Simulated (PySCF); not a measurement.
# SMILES N#CC=C=CC#N, C₅H₂N₂

Cartesian coordinates in Å; atom numbers follow the order of the lines, from 1:
```xyz
9

N    -3.1422    1.0140   -0.5441
C    -2.2801    0.3056   -0.2619
C    -1.2391   -0.5903    0.1078
C    -0.0263   -0.4926   -0.3601
C     1.1870   -0.4293   -0.8327
C     2.2176    0.3210   -0.2020
N     3.0714    0.9178    0.2874
H    -1.4866   -1.3821    0.8111
H     1.4429   -0.9641   -1.7445
```

Theory: TDDFT CAM-B3LYP/def2-TZVPD circular dichroism and optical rotation, one conformer, gas phase in PySCF 2.14.0. Geometry: PBE0-D3(BJ)/def2-TZVP.

No stereocentre is labelled: unless the shape is locked (an allene, a helicene, a hindered biaryl), the mirror image is equally populated and a measured rotation or CD is zero. Singlets 3 and 4, 5 and 6 lie within 0.01 eV of each other, so their separate moments and overlaps can depend on how they mix.

(1) What is the specific rotation at 633, 589.3, 546, 436, 405, 365, 355 nm?

(2) And for the mirror image at 589.3 nm?

(3) What is the molar rotation [Φ] = [α]·M/100 of the geometry above at 589.3 nm?

Answers

(1) [α] in deg dm⁻¹ (g/mL)⁻¹:
| λ (nm) | origin-invariant length gauge | modified velocity gauge | length gauge (centre of mass) | isotropic polarisability (au) |
| --- | --- | --- | --- | --- |
| 633 | +362.8 | +362.9 | +361.8 | 75.9 |
| 589.3 | +426.6 | +426.7 | +425.5 | 76.4 |
| 546 | +508.9 | +509.0 | +507.6 | 77.0 |
| 436 | +881.0 | +881.0 | +878.5 | 79.8 |
| 405 | +1068.0 | +1068.0 | +1064.9 | 81.1 |
| 365 | +1421.9 | +1421.8 | +1417.7 | 83.6 |
| 355 | +1540.3 | +1540.1 | +1535.7 | 84.4 |

(2) -426.6 deg dm⁻¹ (g/mL)⁻¹ (origin-invariant length gauge): the same size and the opposite sign.

(3) With M = 90.08 g/mol, +384.3 deg cm² dmol⁻¹ (origin-invariant length gauge).

The first excitation lies at 5.35 eV (232 nm) with R = -2.7 × 10⁻⁴⁰ esu² cm² (velocity form).
